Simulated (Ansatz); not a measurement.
`FC(Cl)O[SiH3]` → `OC(F)Cl` + `[SiH2]` at 500 K and 1 bar (silylene loss).

Computed with Ansatz on PBE0-D4/def2-TZVP structures; ΔE is electronic, products minus reactants. CBS: MP2 limit from def2 TZ/QZ plus the TZ coupled-cluster correction, frozen cores. This one scheme is used for every species. Each species was taken in one conformer, which may not be the lowest.

| species | CCSD(T)/CBS energy (Eh) | H − E (kJ/mol) | S (J/(mol·K)) |
| --- | --- | --- | --- |
| `FC(Cl)O[SiH3]` | -964.30343 | 176.7 | 405.3 |
| `OC(F)Cl` | -673.99326 | 122.5 | 324.0 |
| `[SiH2]` | -290.19011 | 48.0 | 226.5 |

H − E and S are ideal-gas, rigid-rotor, harmonic terms from PBE0-D4/def2-TZVP, for one conformer and one mirror image of each species. 1 Eh = 2625.50 kJ/mol, R = 8.31446 J/(mol·K).

Question: By hand: ΔE, ΔH, ΔS and ΔG.

Answer: ΔE = (-673.99326) + (-290.19011) − (-964.30343) = 0.12006 Eh = 315.2 kJ/mol. Δ(H − E) = 122.5 + 48.0 − 176.7 = -6.2, so ΔH = 309.0 kJ/mol. ΔS = 324.0 + 226.5 − 405.3 = 145.2 J/(mol·K). ΔG = 309.0 − 500 × (145.2)/1000 = 236.4 kJ/mol.

Question: By hand: the equilibrium constant, and the temperature at which ΔG would vanish if ΔH and ΔS stayed fixed.

Answer: log₁₀ K = −ΔG/(RT ln 10) = -24.7. ΔG = 0 at ΔH/ΔS = 2128 K.

The number of gas molecules changes by +1, which sets the sign of ΔS. A doubt of 5 kJ/mol in ΔE shifts log₁₀ K by 0.5 here. Other conformers and mirror images would add mixing entropy, several J/(mol·K) or more a flexible species. Modes under 60 cm⁻¹, often nearly free rotors, make the harmonic entropy too high. These are equilibria of isolated gas molecules and say nothing of rates. Largest T1 diagnostic: 0.014 (customary marks: 0.02 for closed shells, 0.045 for open ones).
